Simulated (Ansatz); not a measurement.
All numbers were calculated with Ansatz.

A structure relaxed at PBE0-D4/def2-TZVP, charge 0, multiplicity 1:

```xyz
9

C     0.105   -1.021   -1.032
Se   -1.287   -0.222    0.062
C    -0.145    0.971    1.061
F     0.307    2.032    0.312
H    -0.384   -1.737   -1.691
H     0.828   -1.541   -0.405
H     0.593   -0.254   -1.630
H     0.723    0.421    1.429
H    -0.739    1.352    1.894
```

Give its formula and SMILES.

C2H5FSe, `C[Se]CF`.

Summarise the bond lengths by kind.

2 × C–Se 1.929 to 1.943 Å; 5 × C–H 1.088 to 1.091 Å; 1 × C–F 1.376 Å.
